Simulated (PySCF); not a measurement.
Au(Cl) anion (AuCl), SMILES [Cl][Au] (connectivity only; charge and spin as stated), charge -1, multiplicity 2.

Geometry optimised at B3LYP-D3(BJ)/def2-TZVPD. The spin state was assumed, not searched. The def2 effective core potentials stand for the cores of Au; spin–orbit coupling is left out.

Level of theory: CAM-B3LYP/def2-TZVPD in PySCF.

```
Quantity                                                           Result
------------------------------------------------  -----------------------
total energy                                           -596.00656 hartree
point group                                                           C∞v
α spin, highest occupied and lowest empty level         -1.51 and 4.64 eV
β spin, highest occupied and lowest empty level         -3.53 and 3.01 eV
dipole moment about the centre of nuclear charge                   3.55 D
mean static polarisability                          77.6 bohr³ (11.50 Å³)
polarisability, principal values                  65.1, 65.1, 102.7 bohr³
⟨S²⟩                                              0.754 (pure state 0.75)
```
